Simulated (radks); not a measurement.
Coherent X-ray form factor from a spherical all-electron density. Method: Dirac Kohn-Sham, LDA (Slater exchange, Perdew-Wang correlation), spin-unpolarised, spherical densities, point nucleus; computed with a radial shooting solver on a logarithmic mesh with Libxc functionals.

| sin(theta)/lambda (1/angstrom) | f0 (electrons) |
|---|---|
| 0.05 | 60.275 |
| 0.1 | 58.250 |
| 0.15 | 55.307 |
| 0.2 | 51.900 |
| 0.25 | 48.414 |
| 0.3 | 45.099 |
| 0.4 | 39.353 |
| 0.5 | 34.716 |
| 0.6 | 30.867 |
| 0.8 | 24.815 |
| 1 | 20.600 |
| 1.25 | 17.257 |
| 1.5 | 15.009 |
| 2 | 11.337 |

The species is in the configuration that NIST lists as its ground one. Which atom or ion scatters so?

Answer. The europium ion Eu2+, [Xe] 4f7. Extrapolating in s^2 from the first two rows gives f0(0) = 60.9, near the electron count 61; among species with that count, the fall with angle is slower the higher Z, and the table is that of Z = 63; from so few rows the species is fixed only to a neighbour or two.
